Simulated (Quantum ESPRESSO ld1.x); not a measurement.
Question: The platinum ion Pt+, 77 electrons, occupied as [Xe] 4f14 5d9 (the NIST ground configuration). Calculated with ld1.x of Quantum ESPRESSO 7.5: scalar-relativistic Kohn-Sham, exchange-only LDA, spin-polarised, spherical densities, point nucleus; open shells are filled with parallel spins first. Some entries of the table are withheld. Estimate them.

orbital,occ.,eigenvalue (hartree),<r^2> (bohr^2),<r> (bohr)
1s up,1,-2880.45,0.0004064,0.01715
1s down,1,-2880.45,0.0004064,0.01715
2s up,1,-506.249,0.006206,0.07238
2s down,1,-506.247,0.006206,0.07238
2p up,3,-438.896,0.005205,0.06525
2p down,3,-438.895,0.005205,0.06525
3s up,1,-119.083,0.04010,0.1872
3s down,1,-119.081,0.04009,0.1872
3p up,3,-99.4740,0.04111,0.1883
3p down,3,-99.4728,0.04110,0.1883
3d up,5,-78.1852,0.03404,0.1705
3d down,5,-78.1835,0.03404,0.1705
4s up,1,-25.7557,0.1947,0.4153
4s down,1,-25.7533,0.1947,0.4153
4p up,3,-19.3242,0.2224,0.4423
4p down,3,-19.3218,0.2224,0.4423
4d up,5,-11.5162,0.2539,0.4686
4d down,5,-11.5132,0.2538,0.4685
5s up,1,-4.01478,1.019,0.9525
5s down,1,-3.99672,1.016,0.9514
4f up,7,-2.83558,0.3257,0.5168
4f down,7,-2.83119,0.3249,0.5163
5p up,3,-2.33190,1.385,1.105
5p down,3,-2.30974,1.381,1.104
5d up,5,-0.49851,(1),1.656
5d down,4,-0.47376,(2),1.666
6s up,0,-0.45497,8.295,2.705
6s down,0,-0.43839,8.505,2.737
6p up,0,-0.22559,15.97,3.732
6p down,0,-0.21646,16.68,3.812
6d up,0,-0.06556,83.92,8.501
6d down,0,-0.06472,86.90,8.659

Answer: 
(1) 5d up <r^2> (bohr^2): 3.281
(2) 5d down <r^2> (bohr^2): 3.331
